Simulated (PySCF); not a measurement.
BrH2NSi, SMILES N[Si]Br (connectivity only; charge and spin as stated), neutral, multiplicity 1. Atoms are numbered in the order given.

```xyz
5

Si     0.7498    -1.1395     0.0000
Br    -0.0858     0.9820     0.0000
N     -0.7279    -1.9802     0.0000
H     -1.6489    -1.5669     0.0000
H     -0.7486    -2.9894     0.0000
```

The structure is a stationary point at PBE0-D3(BJ)/def2-TZVP. One conformer was computed; it need not be the lowest.

Level of theory: KT2/pcSseg-2 in PySCF.

GIAO shieldings, no solvent; atoms listed in one row are averaged. δ = σ(ref) − σ: ²⁹Si against TMS (σ = 351.7 ppm); ¹⁵N against NH3 (σ = 261.9 ppm); ¹H against TMS (σ = 31.47 ppm), references at their B3LYP-D3(BJ)/def2-TZVP geometries, non-relativistic (without spin–orbit terms, shifts of atoms bonded to Cl or Br come out too high).

Computed chemical shifts:
| nucleus | atoms | count | δ (ppm) |
|---|---|---|---|
| ²⁹Si | Si1 | 1 | 187.5 |
| ¹⁵N | N3 | 1 | 159.9 |
| ¹H | H4 | 1 | 5.75 |
| ¹H | H5 | 1 | 5.32 |
